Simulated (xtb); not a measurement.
BaCl₂, quintet, geometry from GFN2-xTB of the parent state (such geometries of metal compounds can be far from the true shape) (a higher spin typed on purpose: for a closed-shell molecule this is an excited state); GFN1-xTB in xtb.

Input for xtb:
```
$ xtb mol.xyz --gfn 1 --chrg 0 --uhf 4 --json

# file mol.xyz
3

Ba     0.29970232     0.35674088     0.39460706
Cl     0.97266002    -0.25073526    -2.06809506
Cl    -1.95991471    -0.92441117     0.76821298
```

Question: Write the output that xtb gives for this input, abridged.

Answer: 
```
   ID    Z sym.   atoms
    1   56 Ba     1
    2   17 Cl     2, 3

           -------------------------------------------------
          |                Calculation Setup                |
           -------------------------------------------------

           -------------------------------------------------
          |                 G F N 1 - x T B                 |
           -------------------------------------------------

          ...................................................
          :                      SETUP                      :
          :.................................................:
          :  # basis functions                  30          :
          :  # atomic orbitals                  27          :
          :  # shells                            9          :
          :  # electrons                        16          :
          :  # halogen bonds                     0          :
          :  max. iterations                   250          :
          :  Hamiltonian                  GFN1-xTB          :
          :  restarted?                      false          :
          :  GBSA solvation                  false          :
          :  PC potential                    false          :
          :  electronic temp.          300.0000000     K    :
          :  accuracy                    1.0000000          :
          :  -> integral cutoff          0.2500000E+02      :
          :  -> integral neglect         0.1000000E-07      :
          :  -> SCF convergence          0.1000000E-05 Eh   :
          :  -> wf. convergence          0.2000000E-04 e    :
          :  Broyden damping             0.4000000          :
          :  net charge                          0          :
          :  unpaired electrons                  4          :
          ...................................................

 iter      E             dE          RMSdq      gap      omega  full diag
   1     -8.5408660 -0.854087E+01  0.114E+01    0.20       0.0  T
   2     -8.6475165 -0.106650E+00  0.337E+00    0.12       1.0  T
   3     -8.6531701 -0.565367E-02  0.110E+00    0.08       1.0  T
   4     -8.6511007  0.206941E-02  0.163E+00    0.07       1.0  T
   5     -8.6387554  0.123453E-01  0.316E+00    0.08       1.0  T
   6     -8.6470182 -0.826273E-02  0.290E+00    0.10       1.0  T
   7     -8.6480657 -0.104756E-02  0.264E+00    0.10       1.0  T
   8     -8.6535627 -0.549695E-02  0.372E-01    0.07       1.0  T
[...]
         :: total energy              -8.642632461722 Eh    ::
[...]
        10        0.8034           -0.1617404              -4.4012 (HOMO)
        11        0.1962           -0.1590637              -4.3283 (LUMO)
        12        0.0004           -0.1530037              -4.1634
        13        0.0000           -0.1473313              -4.0091
        14        0.0000           -0.1471942              -4.0054
        15                         -0.1441636              -3.9229
        16                         -0.1404728              -3.8225
        17                         -0.1402297              -3.8158
        18                         -0.1400682              -3.8115
        19                         -0.1398952              -3.8067
        20                         -0.1396032              -3.7988
        21                         -0.1389200              -3.7802
       ...                                ...                  ...
        27                          0.0708733               1.9286
      -------------------------------------------------------------
                  HL-Gap            0.0026767 Eh            0.0728 eV
             Fermi-level           -0.3594780 Eh           -9.7819 eV

  Mulliken/CM5 charges         n(s)   n(p)   n(d)
     1Ba   -0.16316  0.09780   0.904  0.726  0.534
     2Cl    0.08158 -0.04890   1.988  4.889  0.041
     3Cl    0.08158 -0.04890   1.988  4.889  0.041

Wiberg/Mayer (AO) data.
largest (>0.10) Wiberg bond orders for each atom

 ---------------------------------------------------------------------------
     #   Z sym  total        # sym  WBO       # sym  WBO       # sym  WBO
 ---------------------------------------------------------------------------
     1  56 Ba   0.560 --     2 Cl   0.280     3 Cl   0.280
     2  17 Cl   0.822 --     3 Cl   0.541     1 Ba   0.280
     3  17 Cl   0.822 --     2 Cl   0.541     1 Ba   0.280
 ---------------------------------------------------------------------------

Topologies differ in total number of bonds
Writing topology from bond orders to xtbtopo.mol

 dipole moment from electron density (au)
     X       Y       Z
  -0.7701  -0.9167  -1.0139  total (Debye):    3.988

           -------------------------------------------------
          | TOTAL ENERGY               -8.642632461722 Eh   |
          | GRADIENT NORM               0.055586339926 Eh/α |
          | HOMO-LUMO GAP               0.072837552999 eV   |
           -------------------------------------------------

normal termination of xtb
```
